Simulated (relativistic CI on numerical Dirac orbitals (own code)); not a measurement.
## Magnetism of Pt+, 5d9, in a crystal field

Calculated by Dirac-Coulomb-Breit CI, separate exchange-only KLI orbitals for each configuration, model QED (radiative potential, 1s self-energy scaled to tabulated hydrogen-like ionisation energies), valence Slater integrals scaled by 0.8, one configuration in a parametric crystal field (own radial code).

Field parameters in Wybourne normalisation: D4h B²₀ = −7Ds, B⁴₀ = 21(Dq − Dt), B⁴₄ = 21√(5/14) Dq. The field is a parameter set, without covalency.

S is read from ⟨S²⟩ = S(S + 1).

Powder χT (cm³ K mol⁻¹) by Van Vleck's formula, with temperature-independent terms:

```tsv
Field	2 K	5 K	10 K	20 K	50 K	100 K	200 K	300 K
D4h, 10Dq = 25600, Ds = -1500, Dt = 630 cm⁻¹	0.625	0.626	0.626	0.627	0.628	0.631	0.637	0.643
D4h, 10Dq = 25600, Ds = 3000, Dt = 630 cm⁻¹	0.578	0.578	0.579	0.579	0.58	0.582	0.586	0.589
D4h, 10Dq = 25600, Ds = 2590, Dt = 630 cm⁻¹	0.58	0.58	0.58	0.58	0.581	0.583	0.587	0.591
D4h, 10Dq = 25600, Ds = 2180, Dt = 630 cm⁻¹	0.581	0.581	0.581	0.582	0.583	0.585	0.589	0.593
D4h, 10Dq = 25600, Ds = 1770, Dt = 630 cm⁻¹	0.583	0.583	0.583	0.583	0.585	0.587	0.591	0.595
D4h, 10Dq = 25600, Ds = 1360, Dt = 630 cm⁻¹	0.584	0.584	0.585	0.585	0.586	0.588	0.592	0.597
D4h, 10Dq = 25600, Ds = 950, Dt = 630 cm⁻¹	0.586	0.586	0.586	0.587	0.588	0.59	0.594	0.599
D4h, 10Dq = 25600, Ds = 550, Dt = 630 cm⁻¹	0.588	0.588	0.588	0.589	0.59	0.592	0.597	0.601
```

(1) For D4h, 10Dq = 25600, Ds = 550, Dt = 630 cm⁻¹: what effective moment follows at 300 K?

Answers

(1) μ_eff = √(8χT) = 2.19 μB. The ground level has S = 0.50; the spin-only moment for S = 1/2 is 1.73 μB. The difference comes from the orbital moment, spin-orbit mixing of terms and temperature-independent paramagnetism, all larger in this ionic model than in covalent complexes.
